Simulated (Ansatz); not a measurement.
Caution, from a PySCF single point (PBE0-D3(BJ)/def2-TZVP) at this geometry: the restricted solution is unstable towards spin-unrestricted or complex orbitals, so a lower solution exists and this singlet may not be the ground state. This singlet lies 0.57 eV below the relaxed triplet at the level frozen-core CCSD(T)/cc-pVTZ // PBE0-D3(BJ)/def2-TZVP (Ansatz, a program for electronic structure).

A geometry relaxed with PBE0-D3(BJ)/def2-TZVP (Ansatz), charge 0, multiplicity 1:

```xyz
6

H     -0.7582    -0.2094     1.4581
H     -1.0241    -0.9379    -0.8298
Si    -0.5525     0.1889     0.0360
H     -1.4183     1.3660    -0.2485
Si     1.7375     0.4621    -0.5544
H      2.0156    -0.8697     0.1385
```

**Question.** Write the SMILES of this molecule.

**Answer.** `[SiH][SiH3]`
